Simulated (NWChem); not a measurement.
# Polarisability of H3Al

SMILES: [AlH3]
```xyz
4

Al     0.0000     0.0000     0.0000
H      0.0000     0.0000     1.6008
H      1.3863     0.0000    -0.8004
H     -1.3863     0.0000    -0.8004
```
Charge 0, spin multiplicity 1.

Everything below was run with NWChem. All single points use one geometry, from PBE/def2-SVP, a minimum by its harmonic frequencies.

Basis set: 6-31G*. The field's frequency is 0.0773 Ha (589 nm). This basis has no diffuse functions, which lowers polarisabilities.

The correlated methods keep 5 core orbitals frozen. B3LYP has NWChem's definition, with VWN1-RPA local correlation. The Pople sets run with spherical d functions. The structure started from a generated list of species. Coupled-cluster values serve here as a point of comparison, not as the truth.

```tsv
method	isotropic polarisability (bohr³)
LDA (SVWN5)	25.93
HF	…
PBE	…
B3LYP	…
CCSD linear response	23.97
```

**Question.** Some entries are withheld; supply them.

**Answer.** 
- HF, isotropic polarisability (bohr³): 22.22
- PBE, isotropic polarisability (bohr³): 25.47
- B3LYP, isotropic polarisability (bohr³): 24.43
